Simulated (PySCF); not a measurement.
Compound: C2H5GeNO.
InChI=1S/C2H5GeNO/c1-5-3-2-4/h3H2,1H3

Theory: EOM-IP-CCSD/aug-cc-pVDZ in PySCF, restricted Hartree–Fock reference, 13 core orbitals frozen, non-relativistic, gas phase, PBE0-D3(BJ)/def2-SVP geometry.

Hartree–Fock orbital energies give these Koopmans values (eV): HOMO 12.46, HOMO-1 12.78, HOMO-2 12.96, HOMO-3 13.31, HOMO-4 14.36, HOMO-5 14.75, HOMO-6 16.25, HOMO-7 17.23.

Q: What vertical ionisation energies does EOM-IP-CCSD give?

A: 
| leading hole (HF orbital) | Koopmans (eV) | EOM-IP-CCSD (eV) | change (eV) | one-hole share |
| --- | --- | --- | --- | --- |
| HOMO | 12.46 | 10.78 | -1.68 | 0.95 |
| HOMO-1 | 12.78 | 11.55 | -1.23 | 0.95 |
| HOMO-2 | 12.96 | 12.63 | -0.33 | 0.95 |
| HOMO-5 | 14.75 | 12.79 | -1.96 | 0.93 |
| HOMO-3 | 13.31 | 13.04 | -0.27 | 0.95 |
| HOMO-4 | 14.36 | 13.76 | -0.60 | 0.95 |
| HOMO-6 | 16.25 | 14.71 | -1.54 | 0.93 |
| HOMO-7 | 17.23 | 15.75 | -1.48 | 0.94 |

Q: Does the order of the lines follow the orbital energies?

A: No: the HOMO-5 hole (12.79 eV) falls below the HOMO-3 hole (13.04 eV); the HOMO-5 hole (12.79 eV) falls below the HOMO-4 hole (13.76 eV). The corrections run from -1.96 to -0.27 eV, with a mean of -1.14 eV over the 8 lines; no line lies above its Koopmans value. Koopmans values leave out both the relaxation of the orbitals and the change in correlation energy.

Q: At what kinetic energies would He I light (21.22 eV) eject these electrons?

A: 10.44 eV (HOMO), 9.67 eV (HOMO-1), 8.59 eV (HOMO-2), 8.43 eV (HOMO-5), 8.18 eV (HOMO-3), 7.46 eV (HOMO-4), 6.51 eV (HOMO-6), 5.47 eV (HOMO-7).

One root was sought for each valence orbital with −ε under 21 eV, eight at most, so deeper holes and satellites are missing; no vibrational structure.

Conformer computed: `[CH3:1][O:2][GeH2:3][C:4]#[N:5]`: C1–O2–Ge3–C4 58°.

One conformer stands for the species.
